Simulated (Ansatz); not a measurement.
Geometry optimisation, RKS PBE-D4/def2-SVP in Ansatz 0.2.0.

Input:

```yaml
crystal:
  periodic: [false, false, false]
  atoms:
    - { symbol: Si, position_ang: [0.431436, -0.234081, -0.366397] }
    - { symbol: O, position_ang: [-0.073423, -0.026587, 2.460878] }
    - { symbol: Si, position_ang: [-1.570697, -0.523061, 3.084123] }
    - { symbol: H, position_ang: [-2.2091, -1.596299, 2.242398] }
    - { symbol: H, position_ang: [-1.40196, -1.04751, 4.486708] }
    - { symbol: H, position_ang: [-2.442193, 0.695278, 3.079384] }
    - { symbol: F, position_ang: [0.651027, -0.235137, -1.989224] }
    - { symbol: H, position_ang: [0.924797, 1.074313, 0.150538] }
    - { symbol: H, position_ang: [-0.995957, -0.599308, -0.125511] }
    - { symbol: Br, position_ang: [1.775687, -1.906606, 0.445588] }
    - { symbol: H, position_ang: [0.662784, -0.6665, 2.630316] }
basis:
  gaussian: { orbitals: def2-SVP }
hamiltonian:
  xc: pbe
  dispersion: d4
relax:
  f_tol: 0.03
  max_steps: 50
output:
  orbitals: {}
```

Command:

```bash
$ ansatz run input.yaml --threads 4 --pin off --max-ram 5120MiB --backend cpu --events-out ev --progress --plain --runs-dir out
```

Question: Where does it end, and by what steps?

Answer: It converged. After 11 steps the energy has fallen by 0.027 eV; H6 moved furthest, 0.36 Å.

```csv
step,energy less start (eV),largest force component (eV/Å),accepted
0,0.0000,0.428,yes
1,-0.0118,0.146,yes
2,-0.0189,0.114,yes
3,-0.0199,0.063,yes
4,-0.0211,0.194,yes
5,-0.0233,0.039,yes
6,-0.0241,0.065,yes
7,-0.0246,0.100,yes
8,-0.0253,0.055,yes
9,-0.0261,0.036,yes
10,-0.0263,0.041,yes
11,-0.0265,0.026,yes
```

```xyz
11
Properties=species:S:1:pos:R:3
Si 0.397 -0.183 -0.309
O -0.013 -0.042 2.476
Si -1.520 -0.569 3.050
H -1.969 -1.831 2.358
H -1.474 -0.821 4.534
H -2.472 0.550 2.748
F 0.603 -0.177 -1.933
H 1.038 1.056 0.216
H -1.066 -0.365 -0.072
Br 1.516 -1.995 0.435
H 0.712 -0.688 2.595
```

The run took 20 s on 4 threads of Arm Neoverse V1, on a shared host, peak memory 0.18 GiB.
